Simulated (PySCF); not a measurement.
Species: C2H12NSi3 (doublet state).
SMILES with atom numbers: `[CH2:1][NH:2][SiH2:3][SiH2:4][CH2:5][SiH3:6]` (hydrogens: H7, H8 on C1; H9 on N2; H10, H11 on Si3; H12, H13 on Si4; H14, H15 on C5; H16, H17, H18 on Si6)

Cartesian coordinates in Å at the GFN2-xTB level; atoms count from 1:
```
atom  x, y, z in Å
C1     3.7642   -0.5925   -0.2196
N2     2.5361   -0.2518    0.2698
Si3    0.9993   -0.7259   -0.3824
Si4   -0.5554    0.2726    0.9879
C5    -2.3054    0.0177    0.2907
Si6   -2.6731    0.8647   -1.3653
H7     3.8065   -1.1415   -1.1352
H8     4.6523   -0.2079    0.2370
H9     2.5787    0.2813    1.1237
H10    0.9991   -0.3288   -1.8048
H11    0.9418   -2.2044   -0.4322
H12   -0.3619    1.7221    1.1800
H13   -0.5603   -0.2686    2.3629
H14   -2.4869   -1.0527    0.1840
H15   -3.0273    0.3695    1.0281
H16   -4.0828    0.6738   -1.7242
H17   -2.4041    2.3003   -1.2609
H18   -1.8298    0.2785   -2.4102
```

The hyperfine couplings belong to this conformer and change with its torsions.

Method: PySCF, UKS B3LYP, pcH-1 on C H N Si, non-relativistic, mean-field spin-orbit, GIAO. One conformer (not necessarily the lowest) at the GFN2-xTB geometry, without solvent, vibrations or thermal averaging. A GFN2-xTB geometry isn't a minimum of the functional, and hyperfine couplings can be far from their values at a DFT geometry. The SCF solution wasn't tested for stability.

(1) The isotropic 29Si couplings are +8.0, +3.6 MHz. Assign them to Si3; Si4.

Answers

(1) 
```csv
site,a_iso (MHz),ρ(0) (bohr⁻³),position,distance from C1 (Å),spin population,largest |T| (MHz)
Si3,+8.0,-0.0089,2 bonds from C1,2.77,+0.02,4.0
Si4,+3.6,-0.0040,3 bonds from C1,4.57,0.00,0.4
```

ρ(0) is the spin density at the nucleus and T the dipolar tensor; a_iso includes a spin–orbit part; entries for several nuclei are means. The Mulliken spin populations are largest on C1 (+0.89) and N2 (+0.14). No atom but C1 exceeds +0.15. The angles at C1 add up to 359.5°, so it is planar; its axial dipolar tensor and the negative couplings of its protons fit spin in a p orbital normal to that plane.

Nuclei that the bonding pattern makes equivalent are averaged, as if the motion that swaps them (rotation, inversion, ring flip) were fast. H7 and H8 aren't averaged: C1 is flat or nearly so (angle sum 360°), and its turn about the short C1–N2 bond (1.37 Å) is taken as slow.

Hardware: INTEL XEON PLATINUM 8581C at 2.30 GHz, one thread, on a shared host. Cost: 80 s (with the writing of density and orbital grids), 1.0 GiB resident at most.
